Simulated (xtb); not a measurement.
Mg, singlet (GFN-xTB shapes and energies of metal compounds can be far from the true ones), atoms displaced at random by about 0.06 Å a coordinate; xtb with GFN2-xTB.

Input for xtb:
```
$ xtb mol.xyz --gfn 2 --chrg 0 --uhf 0 --opt --json

# file mol.xyz
1

Mg     0.03972700     0.04949665     0.03022258
```

The log (banner, timings and long lists left out):

```
   ID    Z sym.   atoms
    1   12 Mg     1

           -------------------------------------------------
          |                Calculation Setup                |
           -------------------------------------------------

           -------------------------------------------------
          |                 G F N 2 - x T B                 |
           -------------------------------------------------

          ...................................................
          :                      SETUP                      :
          :.................................................:
          :  # basis functions                  10          :
          :  # atomic orbitals                   9          :
          :  # shells                            3          :
          :  # electrons                         2          :
          :  max. iterations                   250          :
          :  Hamiltonian                  GFN2-xTB          :
          :  restarted?                      false          :
          :  GBSA solvation                  false          :
          :  PC potential                    false          :
          :  electronic temp.          300.0000000     K    :
          :  accuracy                    1.0000000          :
          :  -> integral cutoff          0.2500000E+02      :
          :  -> integral neglect         0.1000000E-07      :
          :  -> SCF convergence          0.1000000E-05 Eh   :
          :  -> wf. convergence          0.1000000E-03 e    :
          :  Broyden damping             0.4000000          :
          :  net charge                          0          :
          :  unpaired electrons                  0          :
          ...................................................

 iter      E             dE          RMSdq      gap      omega  full diag
   1     -0.4659747 -0.465975E+00  0.365E-11    4.88       4.9  T
   2     -0.4659747  0.000000E+00  0.299E-11    4.88       4.9  T
   3     -0.4659747  0.111022E-15  0.236E-11    4.88       4.9  T

   *** convergence criteria satisfied after 3 iterations ***

         :::::::::::::::::::::::::::::::::::::::::::::::::::::
         ::                     SUMMARY                     ::
         :::::::::::::::::::::::::::::::::::::::::::::::::::::
         :: total energy              -0.465974663792 Eh    ::
         :: gradient norm              0.000000000000 Eh/a0 ::
         :: HOMO-LUMO gap              4.881711000000 eV    ::
[...]
         :: total energy              -0.465974663792 Eh    ::
[...]
      -------------------------------------------------------------
         1        2.0000           -0.2329873              -6.3399 (HOMO)
         2                         -0.0535878              -1.4582 (LUMO)
         3                         -0.0535878              -1.4582
         4                         -0.0535878              -1.4582
         5                         -0.0535878              -1.4582
         6                         -0.0535878              -1.4582
         7                         -0.0256396              -0.6977
         8                         -0.0256396              -0.6977
         9                         -0.0256396              -0.6977
      -------------------------------------------------------------
                  HL-Gap            0.1793996 Eh            4.8817 eV
             Fermi-level           -0.1432875 Eh           -3.8991 eV

     #   Z          covCN         q      C6AA      α(0)
     1  12 Mg       0.000    -0.000   702.168    75.574

 Mol. C6AA /au·bohr⁶  :        702.168257
 Mol. C8AA /au·bohr⁸  :      62866.377236
 Mol. α(0) /au        :         75.573600

Wiberg/Mayer (AO) data.
largest (>0.10) Wiberg bond orders for each atom

 ---------------------------------------------------------------------------
     #   Z sym  total        # sym  WBO       # sym  WBO       # sym  WBO
 ---------------------------------------------------------------------------
     1  12 Mg   0.000
 ---------------------------------------------------------------------------

molecular dipole:
                 x           y           z       tot (Debye)
 q only:       -0.000      -0.000      -0.000
   full:       -0.000      -0.000      -0.000       0.000
molecular quadrupole (traceless):
                xx          xy          yy          xz          yz          zz
 q only:        0.000      -0.000      -0.000      -0.000      -0.000       0.000
  q+dip:        0.000      -0.000      -0.000      -0.000      -0.000       0.000
   full:        0.000      -0.000      -0.000      -0.000      -0.000       0.000

optimized geometry written to: xtbopt.xyz

           -------------------------------------------------
          | TOTAL ENERGY               -0.465974663792 Eh   |
          | GRADIENT NORM               0.000000000000 Eh/α |
          | HOMO-LUMO GAP               4.881711000000 eV   |
           -------------------------------------------------

normal termination of xtb
```
